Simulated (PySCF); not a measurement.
NMR data simulated for an unnamed compound:

1H NMR (500 MHz, computed): δ 5.21 (m, 1H), 5.02 (m, 1H), 4.11 (m, 1H), 4.11 (m, 1H), 3.79 (m, 1H), 3.33 (m, 1H), 2.65 (m, 1H), 2.12 (m, 1H), 1.46 (m, 1H), 1.19 (m, 2H), 1.03 (m, 1H).

13C{1H} NMR (computed): δ 91.9 (CH), 30.3 (CH2), 4.2 (CH2).

PySCF calculation with structure optimised with GFN2-xTB and shielding tensors at PBE0/pcSseg-1 (GIAO); rapidly exchanging positions averaged, non-relativistic, a single conformation, no solvent model.

Chemical shifts δ = σref − σ; 1H, 13C vs TMS, all at this level.

**Question.** Which of these does the molecule contain: a Si–H bond, a nitrile, an N-methyl group, an OH group?

**Answer.** 
- A Si–H bond: yes (δH 4.11 (m), 4.11 (m)).
- A nitrile: no.
- An N-methyl group: no.
- An OH group: no.

The data belong to SMILES F[C@@H]1CC[SiH2][SiH2][Si@H]1P, C₃H₁₂FPSi₃; they needn't prove each group on their own.

Carbon signals by region: 1 at 50–100 ppm, 2 below 50 ppm.

Splittings by 19F and 31P in the carbon and heteronuclear signals aren't shown, as no couplings were computed. Shifts are as computed. Against solution values, carbons near 30 ppm lie about +3 ppm off and those near 130 ppm about +5 ppm. Of 1211 compounds with measured shifts, 218 miss one by over three times the rms of a fit or turn the order of signals round; such compounds aren't used in these exercises. Multiplicities follow the n + 1 count of equivalent neighbours, as no J values were calculated; m marks all less simple cases, F and P coupling included.
